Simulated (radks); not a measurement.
Values are calculated unless marked as measured or tabulated.
Q: The mean radii <r> (bohr) of the occupied orbitals of an atom or ion are listed with their occupations. Level of theory: Dirac Kohn-Sham, LDA (Slater exchange, Perdew-Zunger correlation), spin-unpolarised, spherical densities, finite nucleus; Fermi nuclear charge, rms radius of each element as measured or else 0.836 A^(1/3) + 0.57 fm (a radial shooting solver on a logarithmic mesh with Libxc functionals).

| orbital | occ. | <r> |
|---|---|---|
| 1s1/2 | 2 | 0.1038 |
| 2s1/2 | 1 | 0.5087 |
| 2p1/2 | 2 | 0.4659 |
| 2p3/2 | 4 | 0.4679 |
| 3s1/2 | 2 | 1.537 |
| 4s1/2 | 1 | 3.430 |

Name the element and its charge. Open shells, if any, fill j = l - 1/2 first.

A: Z = 15, phosphorus, charge +3: P3+ in [He] 2s1 2p6 3s2 4s1. The 1s radius gives Z: for a bare nucleus <r> = (2 gamma + 1)/(2Z) with gamma = sqrt(1 - (Z/c)^2), 0.0996 bohr for Z = 15, and screening makes it slightly larger (0.1038 here). The occupations add up to 12, and the charge is Z minus that.
